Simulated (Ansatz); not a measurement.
One change: `C[N](C)[Ge][F]` becomes `C[N](C)[GeH3]`.

Ansatz, PBE0-D4/def2-TZVP geometries, multiplicity 1. Each molecule was computed in one conformer, which needn't be the lowest.

Scalar relativity is left out up to krypton.

```tsv
property	`C[N](C)[Ge][F]`
HOMO–LUMO gap (PBE/def2-TZVPP) / eV	3.61
HOMO energy (PBE0/def2-TZVPP) / eV	-6.98
zero-point energy (PBE0-D4/def2-TZVP) / kJ/mol	221.4
HOMO energy (B3LYP/def2-TZVPP) / eV	-6.77
ideal-gas entropy at 298 K and 1 bar (rigid rotor, harmonic PBE0-D4/def2-TZVP) / J/(mol·K)	344
HOMO energy (PBE/def2-TZVPP) / eV	-5.77
```

(1) What does the change do to each property? (Estimate.)

## Answers

(1) Ansatz gave: 
| property | `C[N](C)[GeH3]` | shift |
| --- | --- | --- |
| HOMO–LUMO gap (PBE/def2-TZVPP) / eV | 4.71 | 1.10 |
| HOMO energy (PBE0/def2-TZVPP) / eV | -6.24 | 0.74 |
| zero-point energy (PBE0-D4/def2-TZVP) / kJ/mol | 276.0 | 54.6 |
| HOMO energy (B3LYP/def2-TZVPP) / eV | -6.03 | 0.74 |
| ideal-gas entropy at 298 K and 1 bar (rigid rotor, harmonic PBE0-D4/def2-TZVP) / J/(mol·K) | 337 | -7 |
| HOMO energy (PBE/def2-TZVPP) / eV | -4.93 | 0.84 |

With PBE0 the HOMO rises by 0.74 eV and the LUMO rises by 2.05 eV, so the gap widens by about 1.31 eV. PBE moves the HOMO by 0.84 eV and ωB97M-V by 0.67 eV. The zero-point energy changes by 54.6 kJ/mol with +6 modes.

B3LYP here is the variant with VWN-RPA as its local correlation; programs differ in this.
